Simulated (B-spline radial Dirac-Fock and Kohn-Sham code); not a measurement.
**Cu⁺ 3s: cross section and angular parameters**

System: the Cu⁺ ion, 1s2 2s2 2p6 3s2 3p6 3d10; threshold 129.8 eV (orbital energy of the model). These are calculated numbers from a radial atomic solver; the model is Dirac-Hartree-Slater photoionisation with a Latter tail; cross sections with all multipoles, angular parameters from the dipole term and its interference with E2.

The run's input, task.json:

```json
{"items": [{
  "Z": 29,
  "q": 1,
  "cfg": [[1, 0, 2], [2, 0, 2], [2, 1, 6], [3, 0, 2], [3, 1, 6], [3, 2, 10]],
  "A": 63,
  "rrms": 3.8823,
  "do": "xps",
  "hv": [63.7, 71.5, 75.8, 77.0, 100, 154.0, 188.0, 192.0, 300, 400, 509.0, 549.0, 600, 1000, 1720.0, 2040.0, 2130.0, 2860.0, 3530.0, 3890.0, 4230.0, 4770.0, 5414.7, 5700.0, 7910.0, 8047.8, 11900.0, 12000, 12300.0, 12900.0]
}]}
```

Run with: `python xray2_run.py task.json out`

| hν (eV) | σ (kb) | β | γ |
| --- | --- | --- | --- |
| 154 | 255 | 1.996 | 0.137 |
| 188 | 238 | 1.997 | 0.257 |
| 192 | 234 | 1.997 | 0.264 |
| 300 | 157 | 1.998 | 0.263 |
| 400 | 111 | 1.999 | 0.190 |
| 509 | 78.8 | 1.999 | 0.112 |
| 549 | 70.5 | 1.999 | 0.088 |
| 600 | 61.7 | 1.999 | 0.060 |
| 1000 | ? | ? | ? |
| 1720 | 9.86 | 1.999 | -0.024 |
| 2040 | 7.07 | 1.999 | 0.028 |
| 2130 | 6.49 | 1.999 | 0.044 |
| 2860 | 3.57 | 1.999 | 0.189 |
| 3530 | 2.29 | 1.999 | 0.331 |
| 3890 | 1.86 | 1.999 | 0.407 |
| 4230 | 1.55 | 1.999 | 0.477 |
| 4770 | 1.19 | 1.999 | 0.585 |
| 5414.7 | 0.894 | 1.999 | 0.709 |
| 5700 | 0.796 | 1.999 | 0.762 |
| 7910 | 0.371 | 1.999 | 1.145 |
| 8047.8 | 0.356 | 1.999 | 1.167 |
| 11900 | 0.136 | 1.999 | 1.719 |
| 12000 | 0.134 | 1.999 | 1.732 |
| 12300 | 0.126 | 1.998 | 1.770 |
| 12900 | 0.111 | 1.998 | 1.845 |

Q: Give the values at 1000 eV.

A: σ = 26.7 kb, β = 1.999, γ = -0.054. For an s subshell δ is negligible.
